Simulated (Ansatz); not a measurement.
Basis sets compared for Be4O4H16. The state is a singlet with charge 0. Geometry r2SCAN-D4/def2-SVP. Ansatz on 4 threads of Arm Neoverse V2 on a shared host; times are rough, and most runs start from earlier orbitals.

```xyz
24

O     1.3990    1.1891   -1.1819
O    -1.9786   -0.8948    0.2210
O    -0.3941    1.6015    1.4284
O     0.9743   -1.8955   -0.4680
Be    2.2141    0.7893    0.1393
Be   -1.2004    2.0225    0.1083
Be    0.1767   -1.5041   -1.8023
Be   -1.1907   -1.3076    1.5547
H     1.1866    0.4818   -1.8861
H     0.6437    1.8738   -1.1309
H    -2.2770    0.0708    0.0802
H    -1.7329   -1.3222   -0.6729
H     0.6252    1.6492    1.4436
H    -0.7197    0.8224    2.0017
H     1.8092   -1.3738   -0.1979
H     0.4659   -2.2019    0.3620
H     2.0145    1.6182    1.2340
H     2.8265   -0.4553    0.1055
H    -0.4588    2.6976   -0.8506
H    -2.4624    1.4607   -0.0217
H    -1.1590   -1.8787   -1.8270
H     0.8419   -0.6397   -2.6600
H    -0.3945   -2.4390    1.4483
H    -1.2093   -0.3643    2.5720
```

In the singlet geometry the species has come apart into loosely held pieces.

Binding counts from free atoms (O triplet, Be singlet, H doublet) in the same basis, without a counterpoise term.

```tsv
level	functions	energy (Eh)	HOMO (eV)	LUMO (eV)	binding per atom (eV)	wall time
HF/STO-3G	56	-362.4670	-9.39	5.86	2.70	0.25 s
HF/6-31G	104	-367.1822	-11.18	2.14	2.07	0.55 s
PBE-D4/def2-SVP	172	-368.8089	-6.75	-1.87	3.09	2.2 s
PBE-D4/def2-TZVP (with forces)	296	-369.2484	-6.79	-1.89	3.06	4.5 s
B97M-V/def2-TZVP	296	-369.7290	-7.19	-1.79	3.04	18 s
PBE0-D4/def2-SVP	172	-368.8427	-8.03	-1.06	3.02	2.8 s
PBE0-D4/def2-TZVP	296	-369.2789	-8.05	-1.06	3.00	5.5 s
```

(1) Estimate the rows for PBE-D4/def2-TZVPD, B97M-V/def2-TZVPD, PBE0-D4/def2-TZVPD.

Results:

(1) 
```tsv
level	functions	energy (Eh)	HOMO (eV)	LUMO (eV)	binding per atom (eV)	wall time
PBE-D4/def2-TZVPD	392	-369.2566	-6.81	-1.94	3.07	7 s
B97M-V/def2-TZVPD	392	-369.7353	-7.19	-1.84	3.05	28 s
PBE0-D4/def2-TZVPD	392	-369.2861	-8.05	-1.12	3.01	10 s
```
